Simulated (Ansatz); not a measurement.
A nudged elastic band was laid between two geometries of BrH$_{4}$OPZn (8 atoms, charge 0, multiplicity 1).

These are results of Ansatz 0.2.0, RKS B3LYP-D4/def2-SVP, not measurements.

| Item | Value |
| --- | --- |
| movable images | 7 |
| climbing image | yes |
| spring | 5.0 eV/Å² |
| optimiser | quadratic models (default) |
| start path | through a guess of the saddle point |
| force threshold | 0.05 eV/Å |
| iteration limit | 57 |
| end points | relaxed |

Image 0:

```xyz
8
Properties=species:S:1:pos:R:3
Zn 0.012 -0.985 -1.060
Br 1.725 -1.889 -2.253
O -1.666 -0.654 -0.465
H 1.793 1.452 1.200
P 0.592 0.820 0.775
H -2.372 -1.166 -0.877
H -0.200 1.987 0.625
H 0.115 0.435 2.054
```

Image 8:

```xyz
8
Properties=species:S:1:pos:R:3
Zn -0.840 -0.147 -0.057
Br 1.929 -1.204 -1.517
O -2.087 -1.117 -0.894
H 2.204 -0.150 -0.577
P 0.602 1.195 1.122
H -1.725 -1.694 -1.581
H -0.235 2.353 1.097
H 0.154 0.764 2.409
```

**Question.** Which bonds break or form, and what moves?

**Answer.** Bonds broken: Zn1–Br2, H4–P5. Bonds formed: Br2–H4. BrH4OPZn becomes BrH + H3OPZn.

**Question.** Give the energies along the band, and the barrier.

**Answer.** The forces met the threshold. The highest image is number 6 of 0 to 8, 1.38 eV above the first end and 0.23 eV above the last; the last end lies 1.15 eV above the first. A vibrational analysis at the climbing image gives 2 clearly imaginary modes (617i, 52i cm⁻¹): a point of higher order, so a lower path passes nearby. The orbitals stay closed-shell, which can raise the energy where a bond breaks towards radicals; this wasn't checked here.

```csv
image,path coordinate (Å),energy (eV),Zn1–Br2 (Å),H4–P5 (Å),Br2–H4 (Å)
0,0.00,0.00,2.28,1.42,4.80
1,0.60,0.01,2.28,1.42,4.33
2,1.20,0.02,2.29,1.42,3.87
3,1.80,0.06,2.30,1.42,3.39
4,2.40,0.20,2.33,1.41,2.87
5,3.00,0.77,2.48,1.47,2.25
6,3.59,1.38,2.78,1.79,1.67
7,4.17,1.21,3.13,2.21,1.47
8,4.74,1.15,3.30,2.69,1.44
```

**Question.** What is the geometry of the highest image?

**Answer.** 
```xyz
8
Properties=species:S:1:pos:R:3:forces:R:3
Zn -0.746 -0.376 -0.288 0.00 0.03 0.00
Br 1.776 -0.968 -1.298 0.01 -0.01 -0.01
O -2.199 -1.175 -0.961 -0.01 -0.01 0.00
H 1.780 0.233 -0.139 -0.01 0.01 0.02
P 0.627 1.031 0.969 0.00 -0.01 -0.02
H -1.985 -1.803 -1.664 0.00 0.00 0.00
H 0.174 2.375 1.037 0.00 0.00 0.00
H 0.572 0.684 2.344 0.00 0.00 0.01
```

Time of the run: 2.8 min on 2 threads of Intel(R) Xeon(R) 6975P-C (Granite Rapids), with other jobs on the host, peak memory 0.33 GiB.
